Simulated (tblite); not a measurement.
H₇O₇Si₂ (SMILES O[Si](O)(O)[OH+][Si](O)(O)O), charge +1, singlet, at a GFN2-xTB geometry; GFN1-xTB (tblite).

The tblite input:
```
$ tblite run mol.xyz --method gfn1 --charge 1 --spin 0 --grad --json tblite.json --no-restart

# file mol.xyz
16

O      1.48956799     1.61452391     0.15518637
Si     1.50701182     0.02779887     0.34972997
O      1.25954908    -0.36134013     1.87274902
O      2.59193758    -0.86993965    -0.40434432
O      0.14224236    -0.58065139    -0.53135071
Si    -1.50150189    -0.05029107    -0.37031245
O     -1.52908749     1.46163017    -0.86587999
O     -2.10780866    -1.10633613    -1.40413417
O     -1.84890988    -0.14764465     1.18714632
H      1.76563598     2.08404689    -0.62991433
H      0.95017088     0.23561218     2.55121529
H      3.47348946    -1.04637238    -0.08690554
H      0.31366330    -1.28041343    -1.17169890
H     -1.55373757     2.22822375    -0.29657333
H     -2.96304825    -1.03731351    -1.81986332
H     -2.04324055    -0.95082977     1.66691473
```

**Question.** What does tblite print? Leave out banner, timings and long lists.

**Answer.** 
```
xTB calculator
 | screened Coulomb repulsion
 | Coulomb electrostatics
 |  * isotropic Klopman-Ohno-Mataga-Nishimoto electrostatics
 |  * onsite third-order electrostatics
 | DFT-D3(BJ) dispersion correction

halogen bonding energy    0.0000000000000E+00 Eh
repulsion energy          2.7749066268957E-01 Eh
dispersion energy        -6.8736362857052E-03 Eh
number of electrons       5.6000000000000E+01 e
integral cutoff           2.8146159136829E+01 bohr

------------------------------------------------------------
  cycle        total energy    energy error   density error
------------------------------------------------------------
      1     -39.40542780563  -3.9676045E+01   8.1831355E-01
      2     -40.33413980578  -9.2871200E-01   4.0501175E-01
      3     -40.29855237086   3.5587435E-02   2.2384491E-01
      4     -40.45266121433  -1.5410884E-01   7.8482837E-02
      5     -40.46066915383  -8.0079395E-03   5.0818557E-02
      6     -40.48208980894  -2.1420655E-02   2.7968420E-03
      7     -40.48214957252  -5.9763575E-05   8.2562342E-04
      8     -40.48215464154  -5.0690219E-06   1.7371023E-04
      9     -40.48215482494  -1.8339760E-07   3.8764120E-05
     10     -40.48215483091  -5.9761476E-09   1.5735622E-05
------------------------------------------------------------

electronic energy        -4.0752771857316E+01 Eh
total energy             -4.0482154830912E+01 Eh

Post processing:
 | Mayer-Wiberg bond orders

[Info] Tight-binding results written to 'tblite.txt'
[Info] JSON dump of results written to 'tblite.json'
```
